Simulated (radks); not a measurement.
Results of a calculation; reference values are marked as such.
These are the eigenvalues of the occupied orbitals of an atom or ion with whole-number occupations (eV). Code: a radial shooting solver on a logarithmic mesh with Libxc functionals. Model: non-relativistic Kohn-Sham, TPSS, spin-polarised, spherical densities, point nucleus; meta-GGA in the generalised Kohn-Sham scheme.

| orbital | eigenvalue |
|---|---|
| 1s down | -60252.62 |
| 1s up | -60252.61 |
| 2s up | -9845.284 |
| 2s down | -9845.245 |
| 2p up | -9421.272 |
| 2p down | -9421.244 |
| 3s up | -2232.740 |
| 3s down | -2232.740 |
| 3p up | -2037.977 |
| 3p down | -2037.973 |
| 3d up | -1676.383 |
| 3d down | -1676.361 |
| 4s up | -445.1434 |
| 4s down | -445.1249 |
| 4p up | -364.7567 |
| 4p down | -364.7366 |
| 4d up | -219.3704 |
| 4d down | -219.3410 |
| 5s up | -66.0075 |
| 5s down | -65.4889 |
| 5p up | -43.8268 |
| 5p down | -43.2030 |
| 4f up | -33.1627 |
| 4f down | -33.0659 |
| 5d up | -12.3805 |
| 6s up | -11.0773 |
| 6s down | -10.6611 |

Which element is it, and in what charge state? The configuration may be excited. Open shells, if any, are filled with parallel spins first.

Answer. Z = 72, hafnium, charge +1: Hf+ in [Xe] 4f14 5d1 6s2. The list shows which subshells hold electrons but not how many an open one holds; the 1s level, -2214.2 hartree, gives Z - s = 66.5 by -(Z - s)^2/2, which with screening narrows Z to a few neighbours, and the depths of the outer levels then fix element, charge and occupations together.
